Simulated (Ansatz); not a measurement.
FHMoO2S (`[O]=[Mo]([OH])([F])=[S]`), relaxed with RKS PBE-D4/def2-SVP in Ansatz 0.2.0 from a rough embedded geometry. The force threshold is 0.03 eV/Å; the program also tests the step.

Charge 0, multiplicity 1. Mo takes the def2 core potential.

Start:

```xyz
6

O     0.704   -0.755   -1.617
Mo    0.436    0.018   -0.026
O    -1.378   -0.543    0.618
F     1.746   -0.555    1.302
S     0.517    2.067   -0.173
H    -2.024   -0.231   -0.104
```

(1) By how much does the energy fall, and how many steps does the optimiser take? (Estimate.)

(2) Which bonds change most? (An estimate is asked.)

(3) Give the relaxed structure. (Estimate.)

Answers

(1) Computed: 74.55 kJ/mol, in 19 steps, 2 of them rejected.

(2) Computed: Mo2–O3 from 2.005 to 1.873 Å; O1–Mo2 from 1.789 to 1.689 Å; Mo2–F4 from 1.951 to 1.856 Å; Mo2–S5 from 2.057 to 2.134 Å.

(3) The calculation gave: 
```xyz
6

O     0.652   -0.649   -1.524
Mo    0.395    0.075   -0.020
O    -1.391   -0.159    0.493
F     1.564   -0.644    1.230
S     0.766    2.167   -0.220
H    -1.986   -0.790    0.041
```
